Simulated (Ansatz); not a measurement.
Cartesian coordinates in Å:
```
C -0.910 -0.261 -0.654
Sn 0.782 0.224 0.562
H -0.783 -1.251 -1.092
H -1.015 0.470 -1.455
H -1.817 -0.255 -0.049
H 0.954 -0.925 1.816
H 2.205 0.223 -0.385
H 0.583 1.773 1.256
```

Total charge 0; spin multiplicity 1. Sn takes the def2 core potential.

(1) List the ωB97M-V/def2-TZVPP orbital energies in eV (Ansatz). (Best estimate.)

Results:

(1) Computed: Occupied: -281.28, -142.60, -97.16, -97.16, -97.14, -30.79, -30.79, -30.77, -30.65, -30.65, -22.01, -16.66, -13.86, -13.86, -11.05, -11.05, -10.59. Lowest empty: 1.53, 2.34, 2.35, 2.84, 3.73, 4.04, 4.04, 5.10.
